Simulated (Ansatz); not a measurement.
Born–Oppenheimer molecular dynamics of BrF₃H₄NOTa (11 atoms, charge 0, multiplicity 1). It starts at the highest image of a converged band, a first-order saddle point between two minima.

These are results of RKS PBE/def2-SVP in Ansatz 0.2.0, not measurements.

| Property | Result |
| --- | --- |
| ensemble | NVE (velocity Verlet) |
| time step | 0.5 fs |
| steps asked | 200 |
| starting velocities drawn for | 300 K |
| seed | 10056 |

First frame:

```xyz
11
Properties=species:S:1:pos:R:3
Ta -0.072 -0.088 0.228
O 1.931 -0.049 0.377
H 2.406 0.504 1.026
F -0.130 0.411 2.071
F 0.058 -0.379 -1.644
N -0.714 1.720 -0.164
H -0.996 2.389 0.559
H -0.904 2.065 -1.111
F -1.562 -1.235 0.441
Br 1.358 -2.925 0.654
H 2.082 -1.588 0.558
```

How far do the bonds stretch over the last three quarters of this one trajectory? (Pairs bonded in most of those frames.)


| bond | mean (Å) | spread (Å) | shortest | longest |
| --- | --- | --- | --- | --- |
| Ta1–O2 | 1.961 | 0.028 | 1.93 | 2.01 |
| Ta1–F4 | 1.909 | 0.038 | 1.86 | 1.97 |
| Ta1–F5 | 1.904 | 0.009 | 1.89 | 1.92 |
| Ta1–N6 | 1.958 | 0.015 | 1.94 | 1.99 |
| Ta1–F9 | 1.913 | 0.032 | 1.86 | 1.96 |
| Ta1–Br10 | 3.361 | 0.067 | 3.25 | 3.48 |
| O2–H3 | 0.976 | 0.017 | 0.95 | 1.00 |
| N6–H7 | 1.026 | 0.016 | 1.00 | 1.05 |
| N6–H8 | 1.027 | 0.016 | 1.00 | 1.05 |
| Br10–H11 | 1.462 | 0.014 | 1.44 | 1.49 |

Mean temperature of the second half: 175 K. The conserved energy stayed within 0.11 meV per atom of its start (net change 0.097 meV per atom), so the integration is sound. A run of 0.1 ps of so small a system gives no equilibrium averages. The orbitals stay closed-shell, which can raise the energy where a bond breaks towards radicals; this wasn't checked here.

The run took 7.1 min on 4 threads of Arm Neoverse V2 (shared host), peak memory 0.25 GiB.
